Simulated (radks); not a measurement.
Results of a calculation; reference values are marked as such.
Q: Excited configurations of the cobalt ion Co3+: one electron is placed in a higher orbital outside [Ar] 3d5. The ground configuration is [Ar] 3d6. Code: a radial shooting solver on a logarithmic mesh with Libxc functionals. Model: Dirac Kohn-Sham, PBE, spin-unpolarised, spherical densities, finite nucleus; open shells fill j = l - 1/2 first; Fermi nuclear charge, rms radius 3.7875 fm. Excitation = E - E(ground); binding = E(ion) - E, where the ion is the core of charge +4; n* = 4/sqrt(2 binding) in atomic units, and the quantum defect is n - n*.

| outer orbital | excitation (eV) | binding (eV) | n* | quantum defect | eigenvalue (eV) | <r> (bohr) |
|---|---|---|---|---|---|---|
| 4p1/2 | 22.948 | 32.266 | 2.597 | 1.403 | -27.830 | 2.396 |
| 4d3/2 | 34.061 | 21.153 | 3.208 | 0.792 | -18.022 | 3.188 |
| 4f5/2 | 41.316 | 13.898 | 3.958 | 0.042 | -11.710 | 4.323 |
| 7d3/2 | 49.346 | 5.867 | 6.091 | 0.909 | -5.266 | 13.49 |

Estimate the row for 5s1/2.

A: excitation (eV) 35.566; binding (eV) 19.648; n* 3.329; quantum defect 1.671; eigenvalue (eV) -17.505; <r> (bohr) 4.251. The Delta-SCF ionisation energy is 55.214 eV (NIST Atomic Spectra Database: 51.3 eV, semi-empirical). Self-interaction in the functional shifts the binding energies and quantum defects, so they are the method's values and not measured ones. Spin polarisation and multiplet splitting are left out, so open shells lie too high by an amount that depends on their filling.

Beside tabulated values, note that spin-unpolarised runs miss the spin-polarisation part of the exchange energy of open shells.
